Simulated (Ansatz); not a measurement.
Two isomers of C8H16: A = `C=CCCCCCC`, B = `C=C(C)CC(C)(C)C`.

Calculated with Ansatz (gas phase, PBE0-D4/def2-TZVP geometries, no zero-point term in ΔE). CCSD(T)/CBS adds triple-zeta CCSD(T) − MP2 to the extrapolated MP2 energy (def2 sets, frozen cores). Functionals use def2-TZVPP. B3LYP here is the variant with VWN-RPA as its local correlation; programs differ in this. One conformer a species, not always the lowest.

A:

Z-matrix (Å, degrees):
```
C
C 1 1.492
C 1 1.531 2 113.7
H 1 1.096 2 109.1 3 122.1
H 1 1.094 2 109.2 3 -121.9
C 2 1.326 1 124.8 3 114.3
H 2 1.089 1 116.6 3 -65.3
C 3 1.523 1 115.3 2 58.0
H 3 1.096 1 108.3 2 -179.6
H 3 1.095 1 108.5 2 -64.4
H 6 1.084 2 121.8 1 -179.6
H 6 1.086 2 121.3 1 0.7
C 8 1.520 3 114.5 1 59.6
H 8 1.096 3 109.8 1 -63.8
H 8 1.096 3 108.4 1 -178.7
C 13 1.520 8 113.1 3 175.7
H 13 1.098 8 109.4 3 53.7
H 13 1.096 8 110.1 3 -62.3
C 16 1.519 13 113.1 8 179.7
H 16 1.096 13 109.2 8 -58.0
H 16 1.096 13 109.1 8 57.4
H 19 1.094 16 111.1 13 59.7
H 19 1.094 16 111.1 13 -59.8
H 19 1.092 16 111.7 13 180.0
```

B:

Z-matrix (Å, degrees):
```
C
C 1 1.497
H 1 1.091 2 111.6
H 1 1.096 2 110.1 3 120.2
H 1 1.093 2 111.8 3 -121.8
C 2 1.505 1 116.9 3 177.7
C 2 1.330 1 121.3 3 -4.4
C 6 1.546 2 116.9 1 -94.3
H 6 1.096 2 108.8 1 28.0
H 6 1.095 2 109.1 1 143.8
H 7 1.085 2 121.5 1 -177.1
H 7 1.085 2 121.5 1 2.3
C 8 1.526 6 107.4 2 174.5
C 8 1.525 6 110.4 2 -66.7
C 8 1.525 6 111.6 2 54.9
H 13 1.093 8 110.8 6 178.2
H 13 1.094 8 111.1 6 -61.8
H 13 1.094 8 111.1 6 58.3
H 14 1.094 8 110.4 6 -178.3
H 14 1.092 8 111.3 6 61.7
H 14 1.094 8 111.1 6 -58.7
H 15 1.094 8 110.2 6 175.8
H 15 1.094 8 111.5 6 56.3
H 15 1.092 8 111.4 6 -64.9
```

Q: Which is lower in electronic energy at CCSD(T)/CBS, and by how much? (Estimate.)

A: The calculation gave: B, by 25.7 kJ/mol.

Q: Give E(B) − E(A) in kJ/mol with B2PLYP, CCSD(T)/def2-TZVPP, B3LYP-D4, LDA (SPW92), CCSD/def2-TZVPP, CCSD(T)/def2-SVP, MP2/def2-TZVPP. (An estimate is asked.)

A: Ansatz gave: B2PLYP -17.0, CCSD(T)/def2-TZVPP -26.6, B3LYP-D4 -21.7, LDA (SPW92) -32.6, CCSD/def2-TZVPP -21.7, CCSD(T)/def2-SVP -25.9, MP2/def2-TZVPP -34.1. None reverses the order clearly.

Largest T1 diagnostic: 0.009.

From BLYP to BHLYP (50 % exact exchange), in def2-TZVPP and without D4, E(B) − E(A) moves by −3.9 kJ/mol. In def2-TZVPP, CCSD(T) changes the Hartree–Fock value by −27.6 kJ/mol (the triples alone add −5.0 kJ/mol) and MP2 by −35.1 kJ/mol.
